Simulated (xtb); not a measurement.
trans-(1R,2R)-1-chloro-2-fluorocyclopropane (C3H4ClF), SMILES C1[C@H]([C@@H]1Cl)F. All values are semi-empirical tight-binding results from xtb (GFN2-xTB unless named), good for trends rather than for accurate numbers. The structure is a stationary point at GFN2-xTB.

Optimised geometry:

```xyz
9

F     -0.8866     1.9592     0.6327
C     -0.6263     0.8804    -0.1538
C     -1.3194    -0.4066     0.1624
C      0.1441    -0.2455     0.4549
Cl     1.3164    -1.0928    -0.5366
H     -0.4511     1.1878    -1.1764
H     -1.9917    -0.4247     1.0063
H     -1.6171    -1.0317    -0.6643
H      0.4703    -0.1573     1.4814
```
Charge 0, spin multiplicity 1.

Question: Estimate the properties. (An estimate is asked for; the answer gives what the named calculation found.)

Answer: 
```
Property                                        Value
--------------------------------------  -------------
orbital gap                                   6.80 eV
dipole moment                                  1.40 D
zero-point energy                       39.3 kcal/mol
G − E(el) at 298.15 K (modified RRHO)   21.3 kcal/mol
static polarisability (D4 model)           47.8 bohr³
solvation energy, GFN2-xTB/ALPB(water)  -2.7 kcal/mol
solvation energy, GFN2-xTB/ALPB(thf)    -4.9 kcal/mol
```

Computed atomic charges and the Wiberg bond orders between heavy atoms:
charges (e) F1 -0.23, C2 0.14, C3 -0.09, C4 0.06, Cl5 -0.18, H6 0.07, H7 0.08, H8 0.08, H9 0.08. Bond orders F1–C2 0.94, C2–C3 0.96, C2–C4 0.96, C3–C4 0.97, C4–Cl5 0.96.
